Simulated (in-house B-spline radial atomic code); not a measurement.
A run on an ion of nuclear charge 66 with 66.1 electrons that did not converge. Method: scalar-relativistic (X2C) LC-wPBE, spin-polarised, spherical fractional occupations, Fermi nucleus of rms radius 5.2218 fm; computed with a B-spline radial code for spherical atoms.

Command:
```bash
python run_scf.py task.json out
```
Settings (nuclear radius in fm, mass in u):
```
Z                66
configuration    [Xe] 4f10.1 6s2
hamiltonian      x2c
method           lc_wpbe
spin_polarised   True
nucleus          fermi
rms_radius       5.2218
atomic_mass      163.92918
speed_of_light   137.035999084
```

First and last ten iterations of the last attempt (damped for 15 steps, keeping 80 % of the old Fock matrix, then DIIS):
```
 iter        energy (Eh)    residual
    1      -12102.119885    7.77e-01
    2      -12108.902074    1.36e+00
    3      -12132.020865    8.84e-01
    4      -12144.512125    5.50e-01
    5      -12150.819274    3.52e-01
    6      -12153.777962    2.33e-01
    7      -12155.079254    1.60e-01
    8      -12155.636435    1.07e-01
    9      -12155.884969    7.14e-02
   10      -12156.007529    5.64e-02
  111      -12156.181862    4.42e-05
  112      -12156.181863    2.45e-05
  113      -12156.181862    1.76e-05
  114      -12156.181861    3.10e-05
  115      -12156.181860    7.56e-05
  116      -12156.181861    2.20e-05
  117      -12156.181861    5.44e-05
  118      -12156.181862    2.97e-05
  119      -12156.181862    3.19e-05
  120      -12156.181862    2.15e-05
 not converged after 120 iterations
```

The smallest residual met was 1.5e-05; the threshold is about 7e-07. Over the last five steps the energy moves by less than 2e-06 hartree, but the orbitals didn't meet the threshold. Run time, properties included: 47 s on 1 thread of Intel(R) Xeon(R) 6975P-C (shared host).
